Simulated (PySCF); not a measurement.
Input for PySCF:
```python
from pyscf import gto, scf, mcscf
import numpy

mol = gto.M(
    atom='''
C    -2.87415043    0.50104535    0.31829558
C    -1.95572442    1.40781649   -0.48518396
O    -0.61751450    1.39321858   -0.02281878
Ge    0.55178637    0.07567688    0.01762783
C     2.31488984    0.98117055    0.14735156
Cl    0.17336244   -1.16336748    1.71198153
Cl    0.29848805   -1.11675693   -1.73482892
H    -3.89985429    0.62139485   -0.02028145
H    -2.81297448    0.75041208    1.37488179
H    -2.57549634   -0.53858696    0.18740473
H    -2.27712062    2.45105266   -0.39473427
H    -1.98729117    1.12352887   -1.54356420
H     3.08190051    0.25859118    0.40753036
H     2.26098260    1.74520087    0.91569505
H     2.56125722    1.44291805   -0.80284620
''',
    basis='sto-3g',
    verbose=4,
)

mf = scf.RHF(mol)
mf.kernel()
mc = mcscf.CASSCF(mf, 6, 6)
mc.fix_spin_(ss=0.0)
mc.kernel()
occ = numpy.linalg.eigvalsh(mc.fcisolver.make_rdm1(mc.ci, mc.ncas, mc.nelecas))[::-1]
ss = mc.fcisolver.spin_square(mc.ci, mc.ncas, mc.nelecas)[0]
print('natural occupations', occ.round(4), ' <S^2>', round(ss, 4))
```

**Question.** What SCF-reference HOMO-LUMO gap does CASSCF(6,6)/STO-3G in PySCF give?

**Answer.** 16.53 eV

**Question.** Estimate the SCF-reference Mulliken (on the basis functions themselves) charges in atom order that CASSCF(6,6)/STO-3G returns for this input.

**Answer.** C1 -0.19, C2 0.02, O3 -0.42, Ge4 1.09, C5 -0.34, Cl6 -0.37, Cl7 -0.37, H8 0.07, H9 0.07, H10 0.06, H11 0.07, H12 0.06, H13 0.08, H14 0.08, H15 0.08

**Question.** What is the computed nuclear repulsion energy (CASSCF(6,6)/STO-3G)?

**Answer.** 830.9941 Eh

**Question.** Estimate the SCF-reference HOMO energy that CASSCF(6,6)/STO-3G returns for this input.

**Answer.** -9.49 eV

**Question.** Give the natural occupations of the active orbitals at the level CASSCF(6,6)/STO-3G.

**Answer.** 1.99, 1.98, 1.97, 0.03, 0.02, 0.01

**Question.** Estimate the number of basis functions that CASSCF(6,6)/STO-3G returns for this input.

**Answer.** 64
